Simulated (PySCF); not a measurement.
Li$_{2}$, singlet, geometry from GFN2-xTB (such geometries of metal compounds can be far from the true shape); PBE0/cc-pVTZ in PySCF.

Here is a job for PySCF.
```python
from pyscf import gto, scf, dft

mol = gto.Mole()
mol.atom = '''
    Li   -0.00000000   -0.00000000   -1.14955728
    Li    0.00000000    0.00000000    1.14955728
'''
mol.basis = 'cc-pvtz'
mol.verbose = 5
mol.build()

mf = dft.RKS(mol)
mf.xc = 'pbe0'
mf.kernel()
```

What the program printed (banner, timings and long lists left out):

```
PySCF version 2.14.0

[INPUT] verbose = 5
[INPUT] max_memory = 4000
[INPUT] num. atoms = 2
[INPUT] num. electrons = 6
[INPUT] charge = 0
[INPUT] spin (= nelec alpha-beta = 2S) = 0
[INPUT] symmetry False subgroup None
[INPUT] Mole.unit = angstrom
[INPUT] Symbol           X                Y                Z      unit          X                Y                Z       unit  Magmom
[...]
[INPUT] ---------------- BASIS SET ----------------
[INPUT] l, kappa, [nprim/nctr], expnt,             c_1 c_2 ...
[INPUT] Li
[...]
                                898.9             0.001025 -0.000161
                                205.9             0.005272 -0.00082
                                59.24             0.020929 -0.003326
                                19.87             0.06634 -0.010519
                                7.406             0.165775 -0.028097
                                2.93              0.315038 -0.055936
                                1.189             0.393523 -0.099237
                                0.4798            0.19087 -0.112189
[...]
                                0.6511            0.047538
                                0.1696            0.209772
[...]
nuclear repulsion = 2.07149090399393
number of shells = 18
number of NR pGTOs = 86
number of NR cGTOs = 60
basis = cc-pvtz
ecp = {}

******** <class 'pyscf.dft.rks.RKS'> ********
method = RKS
initial guess = minao
damping factor = 0
level_shift factor = 0
DIIS = <class 'pyscf.scf.diis.CDIIS'>
diis_start_cycle = 1
diis_space = 8
diis_damp = 0
SCF conv_tol = 1e-09
SCF conv_tol_grad = None
SCF max_cycles = 50
direct_scf = True
direct_scf_tol = 1e-13
XC library pyscf.dft.libxc version 7.1.2
    S. Lehtola, C. Steigemann, M. J. T. Oliveira, and M. A. L. Marques,  SoftwareX 7, 1–5 (2018)
XC functionals = pbe0
    C. Adamo and V. Barone,  J. Chem. Phys. 110, 6158 (1999)
    M. Ernzerhof and G. E. Scuseria,  J. Chem. Phys. 110, 5029 (1999)
radial grids:
    Treutler-Ahlrichs [JCP 102, 346 (1995); DOI:10.1063/1.469408] (M4) radial grids

becke partition: Becke, JCP 88, 2547 (1988); DOI:10.1063/1.454033
pruning grids: <function nwchem_prune>
grids dens level: 3
symmetrized grids: False
atomic radii adjust function: <function treutler_atomic_radii_adjust>
small_rho_cutoff = 0
Set gradient conv threshold to 3.16228e-05
Initial guess from minao.
atom Li rad-grids = 75, ang-grids = [ 50  50  50  50  50  50  50  50  50  50  50  50  50  50  50  50  50  50
[...]
  0.66790068  0.66790209  0.68216728  0.69456686  0.71428339  0.71428339
  0.76681849  0.76681849  0.83999053  0.8611408   0.8611408   0.8897581
  0.88975969  0.98321165  0.993851    0.993851    2.72318356  2.91943518]
nelec by numeric integration = 6.000000006604841
E1 = -23.71080928289642  E2 = 6.682197213071707  Ecoul = 10.34844805738613  Exc = -3.6662508443144235
cycle= 5 E= -14.9571211658308  delta_E= -5.88e-08  |g|= 1.66e-05  |ddm|= 0.00147
[...]
  mo_energy =
[-2.01684918 -2.01509933 -0.14402996 -0.0436558  -0.03326957 -0.03326957
 -0.00838676  0.0219903   0.0219903   0.03450035  0.05223041  0.05223041
  0.05576456  0.07729349  0.09561713  0.09561713  0.11545065  0.13260684
  0.13260692  0.18105286  0.18696825  0.18696825  0.20947631  0.20947634
  0.23128953  0.29625827  0.29625827  0.31301051  0.33184649  0.33184649
  0.34927142  0.34927142  0.37486389  0.49078801  0.57036214  0.57036409
  0.58523288  0.58523288  0.5993707   0.5993707   0.65974126  0.65974134
  0.66788989  0.6678913   0.68216161  0.69455425  0.7142746   0.7142746
  0.7668111   0.7668111   0.83998461  0.86113533  0.86113533  0.88975186
  0.88975345  0.98319458  0.99383894  0.99383894  2.72316052  2.91941095]
nelec by numeric integration = 6.000000006604605
E1 = -23.710826178108615  E2 = 6.682214107714904  Ecoul = 10.348469782295274  Exc = -3.66625567458037
cycle= 6 E= -14.9571211663998  delta_E= -5.69e-10  |g|= 5.9e-07  |ddm|= 0.000124
[...]
  mo_energy =
[-2.01684873 -2.01509888 -0.14403    -0.04365559 -0.03326943 -0.03326943
 -0.00838647  0.02199047  0.02199047  0.03450052  0.05223046  0.05223046
  0.05576476  0.07729359  0.09561725  0.09561725  0.11545078  0.13260703
  0.13260711  0.18105314  0.18696854  0.18696854  0.20947656  0.2094766
  0.23128978  0.29625856  0.29625856  0.31301066  0.33184671  0.33184671
  0.34927176  0.34927176  0.37486418  0.49078829  0.57036234  0.5703643
  0.58523297  0.58523297  0.59937079  0.59937079  0.6597413   0.65974138
  0.66789002  0.66789143  0.68216168  0.69455432  0.71427468  0.71427468
  0.76681114  0.76681114  0.83998465  0.86113539  0.86113539  0.88975197
  0.88975355  0.9831948   0.9938391   0.9938391   2.72316091  2.91941128]
nelec by numeric integration = 6.000000006604672
E1 = -23.71082685014525  E2 = 6.682214779751076  Ecoul = 10.348470566173217  Exc = -3.6662557864221417
Extra cycle  E= -14.9571211664002  delta_E= -4.62e-13  |g|= 1.14e-07  |ddm|= 3.33e-06
converged SCF energy = -14.9571211664002
```
